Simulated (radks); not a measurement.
Results of a calculation; reference values are marked as such.
Charge is removed step by step from the 6s up level of the samarium ion Sm+, starting from [Xe] 4f6 6s(up 1, down 0). Code: a radial shooting solver on a logarithmic mesh with Libxc functionals. Model: scalar-relativistic Kohn-Sham, PBE, spin-polarised, spherical densities, finite nucleus; open shells are filled with parallel spins first (spin-orbit coupling, left out, can overturn this in heavy ions); Fermi nuclear charge, rms radius 5.0819 fm.

| removed (e) | E - E(0) (eV) | eigenvalue (eV) | E minus straight line (eV) |
|---|---|---|---|
| 0 | 0.000 | -8.801 | 0.000 |
| 0.1 | 0.905 | -9.302 | -0.233 |
| 0.2 | 1.860 | -9.807 | -0.415 |
| 0.3 | 2.866 | -10.316 | -0.547 |
| 0.4 | 3.922 | -10.831 | -0.627 |
| 0.5 | 5.031 | -11.352 | -0.656 |
| 0.6 | 6.192 | -11.881 | -0.632 |
| 0.7 | 7.407 | -12.420 | -0.555 |
| 0.8 | 8.676 | -12.968 | -0.424 |
| 0.9 | 9.999 | -13.512 | -0.238 |
| 1 | 11.374 | -13.959 | 0.000 |

Removing the whole electron costs 11.374 eV by Delta-SCF, against 8.801 eV from minus the eigenvalue at the starting occupation. Slater's transition state (half an electron removed) gives 11.352 eV. Integrating minus the eigenvalue over the occupation (Janak's theorem) gives 11.378 eV. In this scalar-relativistic scheme the density is built from large components alone, so the theorem holds only approximately. The mean slope of the eigenvalue, de/dn, is 5.16 eV per electron. Ionisation energy of Sm+ in the NIST Atomic Spectra Database: 11.08 eV (semi-empirical).
